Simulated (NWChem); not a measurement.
System: MgNH2Br; SMILES [NH2][Mg][Br]

```xyz
5

Mg     0.0520    -0.9845    -0.0023
Br    -0.2642     1.3485     0.0110
N      0.3101    -2.8499    -0.0130
H      0.4395    -3.4307    -0.8341
H      0.3282    -3.4541     0.8013
```
Atoms are numbered in this order, from 1.

Program: NWChem. The geometry was optimised at B3LYP/6-31G* (spherical d). GIAO values for the isolated, static molecule; σ is the absolute isotropic shielding, δ = σ(reference) − σ with the isolated reference molecule computed at the same levels (1H: tetramethylsilane, 15N: ammonia). Spin-orbit effects, on the heavy nuclei and on their neighbours, are missing.

| level | σ Mg1 (ppm) | σ Br2 (ppm) | δ N3 (ppm) | δ H4 (ppm) |
|---|---|---|---|---|
| KT2/pcSseg-1 | 471.9 | 3000.0 | -29.3 | -1.25 |
| LDA (Slater exchange, VWN5)/pcSseg-1 | 445.8 | 2978.9 | -24.4 | -1.09 |
| BHandHLYP/pcSseg-1 | 481.4 | 3065.8 | -35.4 | -1.18 |
| PBE/pcSseg-1 | ___ | 3007.6 | ___ | ___ |
| PBE0/pcSseg-1 | 476.3 | 3043.5 | -32.2 | -1.25 |

**Question.** Fill in the missing entries.

**Answer.** 
- PBE/pcSseg-1, σ Mg1 (ppm): 461.0
- PBE/pcSseg-1, δ N3 (ppm): -30.6
- PBE/pcSseg-1, δ H4 (ppm): -1.34
